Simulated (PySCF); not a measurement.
Stepwise substitution at one centre (Ge H-SiH3). Gas-phase values, no solvent. Strings in code marks are SMILES.

The S1–T1 gap (TDA) from two functionals at the same geometries (PBE0-D3(BJ)/def2-SVP), both in PySCF: PBE-D3(BJ)/def2-TZVP and PBE0-D3(BJ)/def2-TZVP. Excitations are Tamm–Dancoff values on a coarser integration grid. The basis has no diffuse functions, so Rydberg states are missing or too high.

| species | PBE-D3(BJ)/def2-TZVP (eV) |
|---|---|
| 1 of 4 H replaced by SiH3 (`[SiH3][GeH3]`) | 0.91 |
| 2 of 4 H replaced by SiH3 | 0.91 |
| 3 of 4 H replaced by SiH3 (`[SiH3][GeH]([SiH3])[SiH3]`) | 0.53 |

Q: What does PBE0-D3(BJ)/def2-TZVP give for each?

A: 
- 1 of 4 H replaced by SiH3 (`[SiH3][GeH3]`): 1.05
- 2 of 4 H replaced by SiH3: 1.10
- 3 of 4 H replaced by SiH3 (`[SiH3][GeH]([SiH3])[SiH3]`): 0.76
Over these rows, drawn at random from the members with no instability flagged (it was tested for open shells, ions and some series alone), PBE minus PBE0-D3(BJ): mean -0.19 eV, from -0.23 eV to -0.14 eV.
